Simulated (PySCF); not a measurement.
Al(Cl)(F)(NHMe) (CH4AlClFN), SMILES C[NH][Al]([F])[Cl].

Geometry optimised at PBE0-D3(BJ)/def2-SVP. The structure was generated by enumeration; whether it is a known compound was not checked. Other conformers were not sampled.

Computed with TDDFT-B3LYP/def2-SVPD run with PySCF.

Vertical excitations.  State labels are in the subgroup Cs.

Computed lowest excited states:
| state | symmetry | energy (eV) | λ (nm) | f | main pairs |
|---|---|---|---|---|---|
| S1 | A" | 4.95 | 250 | 0.019 | HOMO→LUMO 99 % |
| S2 | A' | 6.36 | 195 | 0.128 | HOMO→LUMO+1 96 % |
| S3 | A" | 6.58 | 189 | 0.003 | HOMO→LUMO+2 93 % |
| S4 | A" | 6.96 | 178 | 0.003 | HOMO→LUMO+3 93 % |
| S5 | A' | 7.01 | 177 | 0.046 | HOMO−1→LUMO 97 % |
| S6 | A" | 7.19 | 172 | 0.060 | HOMO−2→LUMO 98 % |
| S7 | A" | 7.81 | 159 | 0.007 | HOMO→LUMO+4 89 % |
| S8 | A" | 7.89 | 157 | 0.001 | HOMO−1→LUMO+1 99 % |
| S9 | A' | 7.90 | 157 | 0.080 | HOMO−3→LUMO 95 % |
| S10 | A" | 8.10 | 153 | 0.000 | HOMO→LUMO+5 66 %, HOMO→LUMO+6 26 % |
| T1 | A" | 4.64 | 267 | 0 | HOMO→LUMO 97 % |
| T2 | A' | 5.38 | 230 | 0 | HOMO→LUMO+1 98 % |
| T3 | A" | 6.43 | 193 | 0 | HOMO→LUMO+2 91 % |
| T4 | A' | 6.76 | 183 | 0 | HOMO−1→LUMO 96 % |
Triplets are in the Tamm–Dancoff approximation, which puts them higher than full response would, so one can lie above its singlet here.
